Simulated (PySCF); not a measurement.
## Run times: erbium in x2c-TZVPall-2c with one added diffuse shell each of s, p, d, f type

Measured wall times of calculations with PySCF 2.14 in x2c-TZVPall-2c with one added diffuse shell each of s, p, d, f type (12s12p11d5f1g, 147 functions), with two-component X2C-1e, run from one Python driver. Hardware: 1 thread of Neoverse-V1 on a shared host, 3 GiB allowed. The two-electron integrals over 147 functions were computed once and kept in memory (17 CPU seconds with the set-up); the times below exclude them.

Launch command (the driver calls PySCF for each step listed in the task file):

```bash
OMP_NUM_THREADS=1 python sorun2.py TASK.json OUT
```

```json
{"species": "Er [Xe] 4f12 6s2", "step": "GHF, spin-free", "iterations": "10", "wall time (s)": "28"}
{"species": "Er [Xe] 4f12 6s2", "step": "GMP2 (40 electrons), spin-free", "iterations": "", "wall time (s)": "30"}
{"species": "Er [Xe] 4f12 6s2", "step": "GHF, screened spin-orbit", "iterations": "13", "wall time (s)": "60"}
{"species": "Er [Xe] 4f12 6s2", "step": "GMP2 (40 electrons), screened spin-orbit", "iterations": "", "wall time (s)": "28"}
{"species": "Er+ [Xe] 4f12 6s1", "step": "GHF, spin-free", "iterations": "9", "wall time (s)": "25"}
{"species": "Er+ [Xe] 4f12 6s1", "step": "GMP2 (39 electrons), spin-free", "iterations": "", "wall time (s)": "27"}
{"species": "Er+ [Xe] 4f12 6s1", "step": "GHF, screened spin-orbit", "iterations": "13", "wall time (s)": "55"}
{"species": "Er+ [Xe] 4f12 6s1", "step": "GMP2 (39 electrons), screened spin-orbit", "iterations": "", "wall time (s)": "27"}
```

Peak memory of the process: 1.1 GiB. Times on a shared host vary from run to run.
